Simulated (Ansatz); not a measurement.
Si(OMe)Me3 (C₄H₁₂OSi): single points at one geometry.

```yaml
crystal:
  periodic: [false, false, false]
  atoms:
    - {symbol: Si, position_ang: [-0.150967, -0.262285, -0.218134]}
    - {symbol: O, position_ang: [-0.128999, -0.208713, 1.461303]}
    - {symbol: C, position_ang: [0.463086, 0.820284, 2.210106]}
    - {symbol: H, position_ang: [1.550296, 0.910214, 2.016275]}
    - {symbol: H, position_ang: [0.331868, 0.602791, 3.282533]}
    - {symbol: H, position_ang: [0.001585, 1.807309, 2.008784]}
    - {symbol: C, position_ang: [1.607974, -0.286579, -0.878360]}
    - {symbol: H, position_ang: [2.177614, -1.131496, -0.457510]}
    - {symbol: H, position_ang: [2.153550, 0.640399, -0.635608]}
    - {symbol: H, position_ang: [1.616543, -0.390986, -1.976328]}
    - {symbol: C, position_ang: [-1.065622, 1.233828, -0.892954]}
    - {symbol: H, position_ang: [-2.088358, 1.290325, -0.485215]}
    - {symbol: H, position_ang: [-1.145585, 1.185523, -1.991952]}
    - {symbol: H, position_ang: [-0.552812, 2.178052, -0.645355]}
    - {symbol: C, position_ang: [-1.049235, -1.844857, -0.635751]}
    - {symbol: H, position_ang: [-2.068657, -1.839314, -0.217568]}
    - {symbol: H, position_ang: [-0.521661, -2.717608, -0.218516]}
    - {symbol: H, position_ang: [-1.130621, -1.986887, -1.725762]}
basis:
  gaussian: {orbitals: def2-TZVP, initial_orbitals: start.molden}
hamiltonian: {xc: {name: revPBE}, dispersion: d4}
scf: {omitted_lower_state_checks: [starts]}
output: {orbitals: {seedname: orbitals}}
```

The file start.molden holds the orbitals of an earlier run on this structure, at another level or in another basis.

```sh
$ ansatz run in.yaml --threads 2 --pin off --events-out ev --progress --plain --max-ram 32768MiB --backend cpu
```

Output, abridged:

```
Functional definition: revPBE
1651 factors; their error is unknown
mean field evaluation 1: about -14269.4953 eV, gradient 1.1e1 eV
mean field evaluation 2: about -14269.5923 eV, gradient 1.1e-1 eV
mean field evaluation 4: about -14269.5408 eV, gradient 3.6e-4 eV
mean field -14269.54077490 eV, -524.3959512355 hartree, gradient 1.6e-5 eV, S^2 0.000000; 0 other end points of the search recorded, 0 dependent functions left out
reference -14269.54084183 eV, -524.3959536951 hartree; 29, 29 occupied and 235, 235 virtual orbitals, 1651 factors
Total energy: -14270.71500489 eV, -524.4391033917 hartree
Checks for a lower state left out: starts
```

Run time 3.7 s (2 threads of AMD EPYC 7R13 on a shared host).

The first input with `hamiltonian: {xc: {name: r2SCAN0}, dispersion: d4}` (abridged; 8.5 s):

```
Functional definition: r2SCAN0
mean field -14268.22881908 eV, -524.3477377482 hartree, gradient 1.1e-5 eV, S^2 0.000000
Total energy: -14268.35143902 eV, -524.3522439482 hartree
Checks for a lower state left out: starts
```

As the first input, with `gaussian: {orbitals: def2-SVP, initial_orbitals: start.molden}`, `correlation: {method: ccsd_t}` and without the key `hamiltonian` (abridged; 14 s, on the card):

```
Functional definition: HF
mean field -14205.91097597 eV, -522.0575992545 hartree, gradient 1.7e-6 eV, S^2 0.000000
10 core orbitals not correlated: weight in the atoms' cores, before any rotation towards them, 1.000 or more for the frozen orbitals, at most 0.000 for the correlated occupied ones
second order -23.49821796 eV of doubles, -0.00000000 eV of singles
cycle   1  -24.86699288 eV  change    -1.4e0 eV  update   1.0e-1
cycle   2  -25.48707885 eV  change   -6.2e-1 eV  update   2.9e-2
cycle   3  -25.61090053 eV  change   -1.2e-1 eV  update   1.3e-2
cycle   4  -25.61308349 eV  change   -2.2e-3 eV  update   2.8e-3
cycle   5  -25.61339808 eV  change   -3.1e-4 eV  update   9.6e-4
cycle   6  -25.61352465 eV  change   -1.3e-4 eV  update   2.6e-4
cycle   7  -25.61348686 eV  change    3.8e-5 eV  update   9.6e-5
cycle   8  -25.61349105 eV  change   -4.2e-6 eV  update   3.0e-5
perturbative correction -0.69334860 eV, -0.0254800911 hartree
Total energy: -14232.21781562 eV, -523.0243577803 hartree
Checks for a lower state left out: starts
```

The first input with `gaussian: {orbitals: STO-3G}`, `hamiltonian: {xc: hf}` (abridged; 0.25 s):

```
Functional definition: HF
mean field -14044.86808445 eV, -516.1393821501 hartree, gradient 6.8e-5 eV, S^2 0.000000
Total energy: -14044.86808445 eV, -516.1393821501 hartree
Checks for a lower state left out: starts
```

The first input with `correlation: {method: mp2}` and without the key `hamiltonian` (abridged; 6.5 s):

```
Functional definition: HF
mean field -14216.01335753 eV, -522.4288549293 hartree, gradient 3.7e-6 eV, S^2 0.000000
10 core orbitals not correlated: weight in the atoms' cores, before any rotation towards them, 1.000 or more for the frozen orbitals, at most 0.000 for the correlated occupied ones
second order -28.31053926 eV of doubles, -0.00000000 eV of singles
Total energy: -14244.32389679 eV, -523.4692480574 hartree
Checks for a lower state left out: starts
```

As the first input, with `gaussian: {orbitals: def2-SVP, initial_orbitals: start.molden}`, `hamiltonian: {xc: pbe0, dispersion: d4}` (abridged; 2.7 s):

```
Functional definition: PBE0
mean field -14252.37674122 eV, -523.7651846321 hartree, gradient 1.7e-5 eV, S^2 0.000000
Total energy: -14252.71168550 eV, -523.7774936072 hartree
Checks for a lower state left out: starts
```

The first input with `hamiltonian: {xc: {name: CAM-B3LYP}, dispersion: d4}` (abridged; 6.5 s):

```
Functional definition: CAM-B3LYP
mean field -14270.36025792 eV, -524.4260666810 hartree, gradient 1.1e-5 eV, S^2 0.000000
Total energy: -14270.69963362 eV, -524.4385385079 hartree
Checks for a lower state left out: starts
```

Geometry: r2SCAN-D4/def2-SVP.

Correlated methods freeze 10 core orbitals.
